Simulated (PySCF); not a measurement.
**Bromine: a sound run and one with changed settings**

Sound run: Br [Ar] 3d10 4s2 4p5, Br+ [Ar] 3d10 4s2 4p4. Computed with PySCF 2.14 in def2-SVP, with no relativity, point nucleus. In the sound run the correlated levels freeze [Ar] 3d10. The sound run starts from symmetry-adapted Hartree-Fock orbitals and uses a fine grid where one is needed.

Changed run: all electrons correlated in a basis built for the valence shell.

```csv
species,method,sound run (hartree),changed run (hartree),converged
Br,MP2,-2572.17971,-2572.32228,yes
Br+,MP2,-2571.76251,-2571.90361,yes
```

Ionisation energy of Br:

| method | sound run (eV) | changed run (eV) |
| --- | --- | --- |
| UHF | 10.804 | 10.804 |
| MP2 | 11.353 | 11.392 |
| SCS-MP2 | 11.334 | 11.357 |

A valence basis has no tight correlating functions, so it recovers only part of the core correlation, and not evenly between atom and ion.

For comparison, NIST gives 11.814 eV between the lowest levels.
